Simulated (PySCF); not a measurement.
## Spin states of SrBr

Unrestricted PBE0; basis Sr def2-SVP with ECP28, Br def2-SVP; scalar-relativistic core potentials; PySCF 2.14. Outer shells of the fragments: Sr 5s2; Br 3d10 4s2 4p5.

Followed along the bond (rough minima from three points):

```csv
2Ms+1,unpaired,⟨S²⟩ at the start,R at minimum (Å),Te (eV)
2,σ ↑,0.75,2.77,0.00
2,π ↑,0.75,2.76,1.59
4,"σ ↑, π ↑↑",3.75,none in the scan,≤ 5.49
```

Solutions found at the starting distance of 2.825 Å, counted from the lowest of them; the search is not exhaustive and high or unbound solutions are not listed, so other states can lie among these:

| 2Ms+1 | unpaired | term | E (eV) | ⟨S²⟩ | ⟨Lz²⟩ | μ (D) |
| --- | --- | --- | --- | --- | --- | --- |
| 2 | σ ↑ | ²Σ⁺ | 0.00 | 0.75 | 0.00 | -5.15 |
| 2 | π ↑ | ²Π | 1.60 | 0.75 | 1.00 | -4.14 |
| 2 | δ ↑ | ²Δ | 1.87 | 0.75 | 4.00 | -8.74 |
| 4 | σ ↑, π ↑↑ | mixed | 5.76 | 3.75 | 2.02 | 2.61 |
| 4 | σ ↑, π ↑↑ | mixed | 5.84 | 3.75 | 2.01 | 4.29 |
| 4 | σ ↑↑, π ↑ | mixed | 5.87 | 3.75 | 1.17 | 5.60 |

A term symbol is given only where ⟨S²⟩ and ⟨Lz²⟩ are close to those of a pure state; real π, δ and φ orbitals otherwise mix terms. A positive dipole means Sr(−)Br(+).

Spin–orbit coupling is left out. Counting both spins, an empty level lies below a filled one in some of these solutions, because spin and occupation are held.
